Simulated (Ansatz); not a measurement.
A nudged elastic band was laid between two geometries of ClFGeH2O + FH (8 atoms, charge 0, multiplicity 1).

Computed with Ansatz 0.2.0, RKS PBE-D4/def2-SVP.

```json
{
  "movable images": "5",
  "climbing image": "yes",
  "spring": "5.0 eV/Å²",
  "optimiser": "quadratic models (default)",
  "start path": "through a guess of the saddle point",
  "force threshold": "0.03 eV/Å",
  "iteration limit": "60",
  "end points": "relaxed"
}
```

Image 0:

```xyz
8
Properties=species:S:1:pos:R:3
Ge -0.398 -0.255 0.009
O -0.721 -0.285 1.736
H -0.302 0.525 2.125
F 1.282 0.365 -0.137
Cl -1.571 1.187 -1.076
H -0.445 -1.658 -0.612
F 0.942 1.850 1.895
H 1.346 1.411 1.146
```

Image 6:

```xyz
8
Properties=species:S:1:pos:R:3
Ge 0.361 0.173 -0.179
O -0.545 0.126 2.144
H -1.305 0.732 2.021
F 1.160 0.317 -1.732
Cl -1.466 1.301 -0.518
H 0.277 -1.333 0.086
F 1.483 1.106 0.806
H 0.170 0.718 2.458
```

(1) Which bonds break or form, and what moves?

(2) Give the energies along the band, and the barrier.

(3) What is the geometry of the highest image?

(4) What are the harmonic wavenumbers there?

Answers

(1) Bonds broken: Ge1–O2, F7–H8. Bonds formed: Ge1–F7, O2–H8. ClFGeH2O + FH becomes ClF2GeH + H2O.

(2) It converged. The highest image is number 3 of 0 to 6, 0.74 eV above the first end and 0.89 eV above the last; the last end lies 0.16 eV below the first. A vibrational analysis at the climbing image gives one clearly imaginary mode, 466i cm⁻¹: a first-order saddle point. The orbitals stay closed-shell, which can raise the energy where a bond breaks towards radicals; this wasn't checked here.

| image | path coordinate (Å) | energy (eV) | Ge1–O2 (Å) | F7–H8 (Å) | Ge1–F7 (Å) |
| --- | --- | --- | --- | --- | --- |
| 0 | 0.00 | 0.00 | 1.76 | 0.96 | 3.13 |
| 1 | 1.01 | 0.29 | 1.78 | 0.94 | 3.16 |
| 2 | 2.01 | 0.33 | 1.81 | 0.95 | 3.03 |
| 3 | 3.02 | 0.74 | 1.97 | 1.17 | 2.06 |
| 4 | 3.89 | 0.27 | 2.36 | 1.74 | 1.80 |
| 5 | 4.75 | -0.04 | 2.57 | 1.95 | 1.77 |
| 6 | 5.62 | -0.16 | 2.49 | 2.15 | 1.76 |

(3) 
```xyz
8
Properties=species:S:1:pos:R:3
Ge 0.061 0.120 -0.004
O -0.023 0.035 1.965
H -0.933 -0.012 2.319
F 1.641 -0.020 -0.737
Cl -1.398 1.407 -0.955
H -0.496 -1.311 -0.224
F 0.846 1.787 0.917
H 0.437 1.133 1.804
```

(4) 466i, 62, 130, 204, 268, 378, 413, 447, 676, 688, 719, 750, 768, 1023, 1272, 1801, 2076, 3701 cm⁻¹.

Time of the run: 120 s on 2 threads of Arm Neoverse V2, with other jobs on the host, peak memory 0.15 GiB.
